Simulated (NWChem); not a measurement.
System: C4H3ClO; SMILES o1ccc(Cl)c1

NWChem input:

```
start job
memory heap 200 mb stack 900 mb global 1100 mb
geometry units angstroms noautosym nocenter noautoz
  Cl    -0.027346     1.998715     0.000000
  C     -0.001572     0.286521     0.000000
  C      1.160431    -0.545919     0.000000
  C      0.680417    -1.820509     0.000000
  O     -0.665881    -1.824708     0.000000
  C     -1.084184    -0.544436     0.000000
  H      2.198756    -0.224791     0.000000
  H      1.164837    -2.793642     0.000000
  H     -2.155226    -0.365693     0.000000
end
basis spherical
  * library def2-svp
end
dft
  xc m05-2x
  iterations 150
end
cosmo
  do_cosmo_smd true
  solvent etoac
end
task dft energy
```

Excerpt of the output:

```
             Northwest Computational Chemistry Package (NWChem) 7.3.0
             --------------------------------------------------------

                             Geometry "geometry" -> ""
                             -------------------------

 Output coordinates in angstroms (scale by  1.889725989 to convert to a.u.)

  No.       Tag          Charge          X              Y              Z
 ---- ---------------- ---------- -------------- -------------- --------------
    1 Cl                  17.0000    -0.02734600     1.99871500     0.00000000
    2 C                    6.0000    -0.00157200     0.28652100     0.00000000
    3 C                    6.0000     1.16043100    -0.54591900     0.00000000
    4 C                    6.0000     0.68041700    -1.82050900     0.00000000
    5 O                    8.0000    -0.66588100    -1.82470800     0.00000000
    6 C                    6.0000    -1.08418400    -0.54443600     0.00000000
    7 H                    1.0000     2.19875600    -0.22479100     0.00000000
    8 H                    1.0000     1.16483700    -2.79364200     0.00000000
    9 H                    1.0000    -2.15522600    -0.36569300     0.00000000

 Effective nuclear repulsion energy (a.u.)     263.1374977118

                                 NWChem DFT Module
                                 -----------------

 Summary of "ao basis" -> "ao basis" (spherical)
 ------------------------------------------------------------------------------
       Tag                 Description            Shells   Functions and Types
 ---------------- ------------------------------  ------  ---------------------
 Cl                         def2-svp                 8       18   4s3p1d
 C                          def2-svp                 6       14   3s2p1d
 O                          def2-svp                 6       14   3s2p1d
 H                          def2-svp                 3        5   2s1p

 in cosmo_initialize ...
 calling solv_data for solv:etoac

 solvent parameters
 solvname_short: etoac
 solvname_long:  ethyl acetate
 dielec:        5.9867
 dielecinf:     1.8832
 nonaqueous SMD model solvent descriptors
 dielec:        5.9867
 sola:          0.0000
 solb:          0.4500
 solc:          0.0000
 solg:         33.6700
 solh:          0.0000
 soln:          1.3723

[...]

                                COSMO-SMD solvation results
                                ---------------------------

             internal energy in gas <Psi(g)|H|Psi(g)> =      -689.262638826144
         internal energy in solvent <Psi(s)|H|Psi(s)> =      -689.262138803648
                               delta internal energy  =         0.000500022496 (    0.31 kcal/mol)
   total free energy in solvent <Psi(s)|H+V/2|Psi(s)> =      -689.267739102262
 polarization energy contribution <Psi(s)|V/2|Psi(s)> =        -0.005600298615 (   -3.51 kcal/mol)
    total free energy in solvent including G(SMD-CDS) =      -689.269645719521
                       G(SMD-CDS) energy contribution =        -0.001906617259 (   -1.20 kcal/mol)
     1 M fixed-concentration free energy of solvation =        -0.007006893377 (   -4.40 kcal/mol)

                       DFT Final Molecular Orbital Analysis
                       ------------------------------------

 Vector   24  Occ=2.000000D+00  E=-3.806678D-01
              MO Center=  2.9D-03,  1.5D+00,  6.2D-10, r^2= 2.4D+00
   Bfn.  Coefficient  Atom+Function         Bfn.  Coefficient  Atom+Function
  ----- ------------  ---------------      ----- ------------  ---------------
    11      0.612280  1 Cl px                 8      0.448460  1 Cl px
     5      0.257100  1 Cl px                22     -0.164550  2 C  px
    37     -0.152416  3 C  py                79      0.115003  6 C  py
    65     -0.093769  5 O  py                78      0.091398  6 C  px
    36      0.090007  3 C  px                51      0.086250  4 C  py

 Vector   25  Occ=2.000000D+00  E=-3.374730D-01
              MO Center=  4.4D-01, -2.4D-01, -1.4D-10, r^2= 3.3D+00
   Bfn.  Coefficient  Atom+Function         Bfn.  Coefficient  Atom+Function
  ----- ------------  ---------------      ----- ------------  ---------------
    38     -0.372972  3 C  pz                13      0.344749  1 Cl pz
    66      0.289217  5 O  pz                41     -0.270051  3 C  pz
    10      0.237739  1 Cl pz                69      0.232328  5 O  pz
    24     -0.205570  2 C  pz                52     -0.196046  4 C  pz
     7      0.136239  1 Cl pz                27     -0.132023  2 C  pz

 Vector   26  Occ=2.000000D+00  E=-2.923903D-01
              MO Center= -1.7D-01, -4.5D-01,  6.5D-10, r^2= 3.1D+00
   Bfn.  Coefficient  Atom+Function         Bfn.  Coefficient  Atom+Function
  ----- ------------  ---------------      ----- ------------  ---------------
    80      0.389343  6 C  pz                52     -0.330961  4 C  pz
    83      0.292496  6 C  pz                13     -0.277736  1 Cl pz
    24      0.269773  2 C  pz                55     -0.254824  4 C  pz
    27      0.195586  2 C  pz                10     -0.180794  1 Cl pz
    38     -0.145610  3 C  pz                41     -0.118839  3 C  pz

 Vector   27  Occ=0.000000D+00  E= 4.589465D-02
              MO Center= -1.1D-01, -9.9D-01, -2.1D-09, r^2= 2.9D+00
   Bfn.  Coefficient  Atom+Function         Bfn.  Coefficient  Atom+Function
  ----- ------------  ---------------      ----- ------------  ---------------
    83      0.510971  6 C  pz                55      0.497163  4 C  pz
    69     -0.390525  5 O  pz                52      0.358745  4 C  pz
    80      0.357753  6 C  pz                66     -0.328869  5 O  pz
    27     -0.315153  2 C  pz                41     -0.281452  3 C  pz
    24     -0.215317  2 C  pz                38     -0.181538  3 C  pz

[...]
```

Level: M05-2X/def2-SVP, SMD on the gas-phase geometry. Structure relaxed at the PBE0/def2-SVP level. Solvent: ethyl acetate.
